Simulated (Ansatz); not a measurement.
Consider the redistribution: `C[CH2][Al]([CH3])[F]` + `[O]=[W]([OH])([F])=[S]` → `C[CH2][Al]([CH3])[OH]` + `[O]=[W]([F])([F])=[S]`.

Calculated with Ansatz (gas phase, PBE0-D4/def2-TZVP geometries, no zero-point term in ΔE). CBS: MP2 limit from def2 TZ/QZ plus the TZ coupled-cluster correction, frozen cores. Functionals use def2-TZVPP. def2 core potentials past Kr. For W outer-core shells are correlated without core-valence functions, which leaves a few kJ/mol of doubt a bond. Each species was taken in one conformer, which may not be the lowest.

`C[CH2][Al]([CH3])[F]`:

Z-matrix (Å, degrees):
```
C
C 1 1.529
H 1 1.094 2 111.8
H 1 1.094 2 112.1 3 -120.2
H 1 1.094 2 111.8 3 119.5
Al 2 1.952 1 115.5 3 -59.8
H 2 1.098 1 110.4 3 62.8
H 2 1.098 1 110.4 3 177.6
F 6 1.659 2 116.7 1 179.2
C 6 1.944 2 125.5 1 -0.6
H 10 1.095 6 110.9 2 61.9
H 10 1.095 6 111.1 2 -56.0
H 10 1.092 6 112.4 2 -177.2
```

`[O]=[W]([OH])([F])=[S]`:

```xyz
6

O    -0.407    0.668    1.805
W    -0.336   -0.053    0.275
O     0.856    0.938   -0.762
F    -2.030   -0.075   -0.473
S     0.381   -2.044    0.489
H     1.535    0.566   -1.333
```

`C[CH2][Al]([CH3])[OH]`:

Z-matrix (Å, degrees):
```
C
C 1 1.530
H 1 1.094 2 112.3
H 1 1.094 2 111.7 3 120.3
H 1 1.094 2 111.7 3 -120.3
Al 2 1.963 1 115.3 3 179.7
H 2 1.098 1 110.0 3 57.1
H 2 1.098 1 110.0 3 -57.5
O 6 1.705 2 120.0 1 178.8
C 6 1.946 2 123.9 1 -1.3
H 9 0.956 6 123.3 2 -0.1
H 10 1.092 6 111.8 2 178.7
H 10 1.095 6 111.4 2 57.8
H 10 1.095 6 111.2 2 -60.6
```

`[O]=[W]([F])([F])=[S]`:

Cartesian coordinates in Å:
```
O 0.575 0.513 1.535
W -0.059 0.027 0.048
F -1.242 -1.361 0.331
F -0.828 1.488 -0.777
S 1.555 -0.668 -1.137
```

(1) Is it downhill or uphill in electronic energy at CCSD(T)/CBS, and by how much? (An estimate is asked.)

(2) What do these levels give: PBE, r2SCAN, r2SCAN0, LC-ωPBE, CCSD(T)/def2-SVP, SCS-MP2/def2-TZVPP? (Estimate.)

Largest T1 diagnostic among the species: 0.023, so the coupled-cluster value is less sure than usual.

Results:

(1) Computed: Uphill: ΔE = +10.3 kcal/mol.

(2) The calculation gave: PBE 8.4, r2SCAN 8.6, r2SCAN0 9.6, LC-ωPBE 9.2, CCSD(T)/def2-SVP 10.1, SCS-MP2/def2-TZVPP 9.7 kcal/mol.

From r2SCAN to r2SCAN0 (25 % exact exchange), in def2-TZVPP and without D4, ΔE moves by +1.0 kcal/mol. In def2-TZVPP, CCSD(T) changes the Hartree–Fock value by −0.9 kcal/mol (the triples alone add −0.3 kcal/mol) and MP2 by −0.7 kcal/mol. Leaving LDA and LC-ωPBE aside and taking each functional with its dispersion term where it has one, the values, not all of them listed here, spread over 2.0 kcal/mol, from revPBE-D4 to BHLYP-D4. LDA lies +0.8 kcal/mol from PBE without D4.
